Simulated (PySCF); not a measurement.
## Radial density of Xe⁺ (xenon, charge +1)

UHF, [Kr] 4d10 5s2 5p5, 2P determinant. Calculation: PySCF 2.14, in aug-cc-pVDZ-PP with ECP28MDF (5s4p3d, 32 functions); scalar relativity through the core potential. This is the valence pseudo-density: the core potential removes the inner electrons and smooths the orbitals near the nucleus.

| r (bohr) | 4πr²ρ (e/bohr) | 4πr²(ρα − ρβ) |
| --- | --- | --- |
| 0.00125 | 1.362e-05 | 0.0000 |
| 0.00210 | 3.834e-05 | 0.0000 |
| 0.00353 | 0.0001069 | 0.0000 |
| 0.00594 | 0.0002902 | 0.0000 |
| 0.00998 | 0.0007336 | 0.0000 |
| 0.0168 | 0.001562 | 0.0000 |
| 0.0282 | 0.002482 | 0.0000 |
| 0.0475 | 0.003321 | 0.0000 |
| 0.0799 | 0.005937 | 0.0000 |
| 0.134 | 0.04231 | 0.0002 |
| 0.226 | 0.4906 | 0.0028 |
| 0.380 | 6.699 | 0.0444 |
| 0.640 | 28.62 | 0.1201 |
| 1.08 | 13.05 | 0.0630 |
| 1.81 | 4.991 | 0.6236 |
| 3.04 | 1.244 | 0.1941 |
| 5.12 | 0.04286 | 0.0057 |
| 8.61 | 5.277e-05 | 0.0000 |

Energies and moments cover only the electrons outside the core potential.
